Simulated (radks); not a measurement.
Results of a calculation; reference values are marked as such.
Excited configurations of neutral promethium: one electron is placed in a higher orbital outside [Xe] 4f5 6s1. The ground configuration is [Xe] 4f5 6s2. Level of theory: Dirac Kohn-Sham, PBE, spin-unpolarised, spherical densities, point nucleus; open shells fill j = l - 1/2 first (a radial shooting solver on a logarithmic mesh with Libxc functionals). Excitation = E - E(ground); binding = E(ion) - E, where the ion is the core of charge +1; n* = 1/sqrt(2 binding) in atomic units, and the quantum defect is n - n*.

outer orbital  excitation (eV)  binding (eV)     n*  eigenvalue (eV)  <r> (bohr)
5d3/2                    1.775         4.093  1.823           -1.240       3.640
5f5/2                    4.936         0.932  3.821           -0.427       16.73
6p1/2                    2.243         3.625  1.937           -1.852       5.660
6d3/2                    4.376         1.493  3.019           -0.721       11.47
6f5/2                    5.212         0.656  4.555           -0.367       28.18
7s1/2                    3.764         2.104  2.543           -1.253       10.35
7p1/2                    4.277         1.591  2.924           -0.924       12.92
7d3/2                    4.933         0.935  3.815           -0.535       21.18
7f5/2                    5.388         0.480  5.323           -0.293       41.92

The Delta-SCF ionisation energy is 5.868 eV (NIST Atomic Spectra Database: 5.582 eV, measured). Self-interaction in the functional shifts the binding energies and quantum defects, so they are the method's values and not measured ones. Spin polarisation and multiplet splitting are left out, so open shells lie too high by an amount that depends on their filling.

Beside tabulated values, note that spin-unpolarised runs miss the spin-polarisation part of the exchange energy of open shells.
